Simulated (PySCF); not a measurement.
ZnCl, SMILES [Zn+][Cl], charge +1. Coordinates come from a PBE-D3(BJ)/def2-TZVP optimisation. The multiplicity is an assumed one; other spin states were not compared.

The numbers are results of PBE-D3(BJ)/def2-TZVP in PySCF, not measurements.

Harmonic wavenumbers (cm⁻¹): 438. Rotational constants (GHz): 5.145 (linear); symmetry number 1.

Question: Work out the zero-point energy and the ideal-gas rigid-rotor harmonic-oscillator thermochemistry at 298.15 K and 1 atm.

Answer: ZPE = ½ Σ hcν = ½ × 438 cm⁻¹ = 0.63 kcal/mol. H − E(el) = 2.87 kcal/mol. Entropy in cal/(mol K): translation 39.74, rotation 16.09, vibration 0.83, total 56.66. G − E(el) = -14.02 kcal/mol. Cp = 8.34 cal/(mol K).
